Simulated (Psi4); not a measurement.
C$_{4}$H$_{5}$ (SMILES C1[C@]2C[C@H]12), doublet, geometry from GFN2-xTB. Base run: MP2/cc-pVDZ (Psi4).

Psi4 was given this input:
```
memory 2 GB

molecule mol {
0 2
  C     0.036436    1.135232    0.300912
  C     0.063321   -1.140754    0.274404
  C     0.784348    0.013059   -0.325761
  C    -0.657227   -0.002615   -0.442038
  H    -0.059110    1.197184    1.381706
  H     0.070776    2.094855   -0.195781
  H    -0.030438   -1.230098    1.353436
  H     0.120179   -2.087472   -0.244492
  H    -1.462673   -0.004000   -1.139967
}

set basis cc-pvdz
set reference uhf

energy('mp2')
print_variables()
```

The base run was repeated with changes; each row names its change, and settings that it needs were set with it.

```tsv
change	ΔE vs base (mEh)	MP2 correlation (Eh)	basis functions	core-seconds (rough)	outcome
base	0.000	-0.52887	81	2	converged
freeze_core = on	[?]	[?]	81	2	converged
method = cisd	-	-	-	-	input refused
method = ccsd(t)	-59.313	-0.52901	81	100	converged
method = omp2	-6.911	-0.52887	81	20	converged
scf_type = pk; mp2_type = conv	-0.378	-0.52901	81	6	converged
puream = on	0.000	-0.52887	81	2	converged
method = mp2.5	[?]	-0.52887	81	4	converged
puream = off	-12.249	-0.54070	85	2	converged
cc_type = df	0.000	-0.52887	81	2	converged
```

Q: What belongs in the gaps?

A: 
- freeze_core = on, ΔE vs base (mEh): 10.060
- freeze_core = on, MP2 correlation (Eh): -0.51882
- method = mp2.5, ΔE vs base (mEh): -16.125

Open shells are given as the SCF converged; they aren't shown to be the lowest states, and a large step between rows can be another state.

- method = cisd: ended with `psi4.driver.p4util.exceptions.MissingMethodError: Method=cisd is not available for any derivative level under conditions CI_TYPE=CONV, REFERENCE=UHF, FREEZE_CORE=FALSE, QC_MODULE=(auto). See https://psicode.org/psi4manual/master/introduction.html#ss-cisd. Or d`
